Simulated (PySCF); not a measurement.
Steps of a relaxation of Gd(OH)3

Gd(OH)3 (singlet in the valence; each metal's 4f electrons, 7 of them, lie in its core potential, out of spins and levels). PySCF 2.14.0, RKS PBE, Gd lcecp-1-SVP with ECP53, O def2-SVP, H def2-SVP; non-relativistic Hamiltonian with scalar-relativistic core potentials where named; density fitting; no spin-orbit coupling. Origin of the start: template. Columns: position (Å) and force (eV/Å). Energies are counted from the last step; some of the 15 steps are shown. Forces carry noise of the integration grid, about 0.01 to 0.03 eV/Å.

Run from Python with OMP_NUM_THREADS=2. Where DIIS fails, smearing, a level shift and second-order steps follow.
It took 48 s on 2 threads of Arm Neoverse V1 (shared host), from the converged density of the start.

```xyz
7
step 0  E = 0.352 eV
Gd    0.0000    0.0000   -0.0051    -0.02    0.00   -0.44
O     2.1758    0.0000   -0.0051    -1.71    0.00    0.27
H     3.0758    0.0000    0.3449     0.14    0.00   -0.12
O    -1.0879    1.8843   -0.0051     0.87   -1.48    0.27
H    -1.5379    2.6637    0.3449    -0.07    0.12   -0.12
O    -1.0879   -1.8843   -0.0051     0.87    1.48    0.27
H    -1.5379   -2.6637    0.3449    -0.07   -0.12   -0.12
```

```xyz
7
step 5  E = 0.005 eV
Gd    0.0000    0.0000   -0.2943     0.01    0.00   -0.03
O     2.0456    0.0000    0.0564     0.06    0.00    0.05
H     2.9574    0.0000    0.3799    -0.03    0.00   -0.03
O    -1.0228    1.7715    0.0564    -0.03    0.05    0.04
H    -1.4787    2.5612    0.3799     0.01   -0.02   -0.03
O    -1.0228   -1.7715    0.0564    -0.03   -0.05    0.04
H    -1.4787   -2.5612    0.3799     0.01    0.02   -0.03
```

```xyz
7
step 9  E = 0.002 eV
Gd    0.0000    0.0000   -0.1701     0.01    0.00    0.06
O     2.0624    0.0000    0.0939     0.14    0.00    0.00
H     3.0097    0.0000    0.3010    -0.16    0.00   -0.02
O    -1.0312    1.7861    0.0939    -0.07    0.12    0.01
H    -1.5049    2.6065    0.3010     0.08   -0.14   -0.02
O    -1.0312   -1.7861    0.0939    -0.07   -0.12    0.01
H    -1.5049   -2.6065    0.3010     0.08    0.14   -0.02
```

Task: Where does the relaxation end?

Result: It converges at step 14 in C3v:
```xyz
7
step 14  E = 0
Gd    0.0000    0.0000   -0.0826
O     2.0708    0.0000    0.1036
H     3.0244    0.0000    0.2621
O    -1.0354    1.7933    0.1036
H    -1.5122    2.6192    0.2621
O    -1.0354   -1.7933    0.1036
H    -1.5122   -2.6192    0.2621
```

Task: How did the contacts change?

Result: 
```json
{"contact": "Gd1–O2 (OH)", "start (Å)": "2.176", "end (Å)": "2.079"}
{"contact": "Gd1–O4 (OH)", "start (Å)": "2.176", "end (Å)": "2.079"}
{"contact": "Gd1–O6 (OH)", "start (Å)": "2.176", "end (Å)": "2.079"}
```


An lcecp potential fixes the number of 4f electrons, so in runs with it no electron can move into or out of that shell.
